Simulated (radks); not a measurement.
Rb3.375+, 33.625 electrons, occupied as [He] 2s1.625 2p6 3s2 3p6 3d10 4s2 4p4 (fractional occupations, a model configuration). All-electron calculation, Dirac Kohn-Sham, BLYP, spin-unpolarised, spherical densities, point nucleus; open shells are shared between the two j in proportion to 2j + 1. Program: a radial shooting solver on a logarithmic mesh with Libxc functionals.

Spin-orbit splittings of the eigenvalues, e(l+1/2) - e(l-1/2), with zeta = 2 splitting/(2l+1) and mean radii in bohr:

| shell | occ. | splitting (eV) | zeta (eV) | <r> j=l-1/2 | <r> j=l+1/2 |
|---|---|---|---|---|---|
| 2p | 6 | 61.27 | 40.85 | 0.1517 | 0.1558 |
| 3p | 6 | 9.369 | 6.246 | 0.5063 | 0.5165 |
| 3d | 10 | 1.645 | 0.6579 | 0.5109 | 0.5145 |
| 4p | 4 | 1.172 | 0.7814 | 1.510 | 1.536 |
